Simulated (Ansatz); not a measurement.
Harmonic frequencies (cm⁻¹) at PBE0-D4/def2-TZVP from Ansatz: 94, 125, 126, 143, 201, 217, 385, 398, 536, 540, 551, 577, 660, 1015, 1198, 1408, 1415, 3024, 3114, 3124, 3677.

Each molecule was computed in one conformer, which needn't be the lowest.

Task: Which molecule is it?
A. `[NH]=[Ta]([NH2])([OH])[F]`
B. `[NH2][Ta]([NH2])(=[O])[F]`
C. `[CH3][Ta]([OH])([F])=[S]`
D. `[CH3][Ta](=[NH])([Cl])[Cl]`

Result: D.
